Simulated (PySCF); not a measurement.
**Energy profile**

The step: CH₅ClSi ([CH3][SiH2][Cl]) + H₂ → CH₆Si ([CH3][SiH3]) + HCl; bonds formed: Si1–H7, Cl2–H6; bonds broken: Si1–Cl2, H6–H7 (atoms numbered as in the saddle structure below).

```
atom    x (Å)    y (Å)    z (Å)
 Si1  -0.1788  -0.6018   0.3146
 Cl2   2.0134  -0.5494  -0.9584
  H3  -0.3057  -1.9712  -0.2140
  H4  -0.9680  -0.6122   1.5913
  C5  -0.7256   0.9094  -0.6040
  H6   1.5748  -0.4356   0.7325
  H7   1.0782  -0.4077   1.4685
  H8  -0.1687   1.7770  -0.2425
  H9  -1.7888   1.0833  -0.4177
 H10  -0.5308   0.8082  -1.6703
```

Electronic energies by CCSD(T) at an estimated basis limit (MP2 extrapolated from triple and quadruple zeta, plus CCSD(T) − MP2 in triple zeta), on PBE0-D4/def2-TZVP structures; CH7ClSi, closed shell; no counterpoise correction. PySCF 2.14 with density fitting (its default auxiliary sets; JK sets also for MP2 and CCSD(T)); basis: def2-TZVPP and def2-QZVPP; cores frozen in the correlated methods. Extrapolation: Hartree–Fock as exp(−7.88 √X), correlation as X^−2.97.

Give the profile in kcal/mol, counted from the separated reactants. (To be estimated.)

The calculation gives:
```
                                                                                                            point  kcal/mol
separated: CH5ClSi (linked as [CH3][SiH2][Cl]; Si1, Cl2, H3, H4, C5, H8, H9, H10; singlet) + H2 (H6, H7; singlet)      0.00
                                                                                                  start structure     -0.69
                                                                                                           saddle     54.18
                                                                                                    end structure     18.15
     separated: CH6Si (linked as [CH3][SiH3]; Si1, H3, H4, C5, H7, H8, H9, H10; singlet) + HCl (Cl2, H6; singlet)     19.84
```

No T1 diagnostic of these runs exceeds 0.011.

For scale, one of the runs: CCSD(T)/def2-TZVPP, 213 basis functions, launched by `OMP_NUM_THREADS=4 python run.py`. Time: 7.3 min of wall clock on 4 CPU threads of an Arm Neoverse V1; the host was shared. Peak host memory: 2.7 GiB.
